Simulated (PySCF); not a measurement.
Ligands exchanged one at a time, B NH2-SiH3. Gas-phase values, no solvent. Strings in code marks are SMILES.

The dipole moment from two functionals at the same geometries (B3LYP-D3(BJ)/def2-TZVP), both in PySCF: PBE-D3(BJ)/def2-TZVP and B3LYP-D3(BJ)/def2-TZVP. B3LYP has the VWN-RPA correlation part, as in Gaussian. 

```
species                                           PBE-D3(BJ)/def2-TZVP (D)
------------------------------------------------  ------------------------
0 of 3 NH2 replaced by SiH3 (`NB(N)N`)                                0.02
1 of 3 NH2 replaced by SiH3 (`NB(N)[SiH3]`)                           2.54
2 of 3 NH2 replaced by SiH3 (`NB([SiH3])[SiH3]`)                      2.68
3 of 3 NH2 replaced by SiH3                                           0.02
```

**Question.** What does B3LYP-D3(BJ)/def2-TZVP give for each?

**Answer.** 
- 0 of 3 NH2 replaced by SiH3 (`NB(N)N`): 0.02
- 1 of 3 NH2 replaced by SiH3 (`NB(N)[SiH3]`): 2.45
- 2 of 3 NH2 replaced by SiH3 (`NB([SiH3])[SiH3]`): 2.62
- 3 of 3 NH2 replaced by SiH3: 0.03
Over these rows, drawn at random from the members with no instability flagged (it was tested for open shells, ions and some series alone), PBE minus B3LYP-D3(BJ): mean +0.03 D, from -0.01 D to +0.08 D.
